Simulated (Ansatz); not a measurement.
CH$_{2}$FGeN at its PBE0-D4/def2-TZVP geometry, where that method's forces vanish. Charge 0, multiplicity 1. The bonds changed during the relaxation, so this is another structure than the one it started from.

```xyz
6

F     0.5495   -1.4260   -1.3915
Ge    0.4531    0.3244   -1.1915
C     0.0649    0.2223    1.3737
N    -1.0235    0.0728    1.0154
H    -1.0639    0.4719   -1.6518
H     1.0200    0.3345    1.8457
```

Task: What forces (eV/Å) does r2SCAN-D4/def2-TZVPP give on these atoms in Ansatz 0.2.0? (Best estimate.)

Result: Computed: 
```
F1  -0.011  0.010  0.012
Ge2 -0.028  0.003  0.071
C3   0.636  0.094  0.058
N4  -0.587 -0.092 -0.161
H5   0.029 -0.007  0.010
H6  -0.039 -0.008  0.010
```
